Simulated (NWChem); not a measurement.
Species: C3H2Cl2; SMILES C=C=C(Cl)Cl

```xyz
7

C      0.0000     0.0000     2.6408
C      0.0000     0.0000     1.3348
C      0.0000     0.0000     0.0318
Cl     0.0000     1.4753    -0.9096
Cl     0.0000    -1.4753    -0.9096
H     -0.9278     0.0000     3.2113
H      0.9278     0.0000     3.2113
```
Atoms are numbered in this order, from 1.

Program: NWChem. Geometry optimised at B3LYP/6-31G*; all other runs use it. Pople sets run with spherical d functions.

```
quantity                                                                level  value
-------------------------------------------------------  --------------------  -----
cavity-dispersion-structure term (kcal/mol) in n-hexane     B3LYP/6-31G*, SMD      …
vertical ionisation energy, ΔSCF (eV)                          B3LYP/def2-SVP      …
isotropic polarisability (bohr³), static                      B3LYP/def2-SVPD      …
vertical, lowest excitation, singlet (eV)                B3LYP/def2-SVPD, TDA   4.29
dipole (D)                                                       B3LYP/6-31G*   2.15
highest harmonic frequency (cm⁻¹)                                B3LYP/6-31G*   3213
```

Problem. Fill in the missing entries.

Solution. 
- cavity-dispersion-structure term (kcal/mol) in n-hexane, value: -2.3
- vertical ionisation energy, ΔSCF (eV), value: 9.30
- isotropic polarisability (bohr³), static, value: 70.5
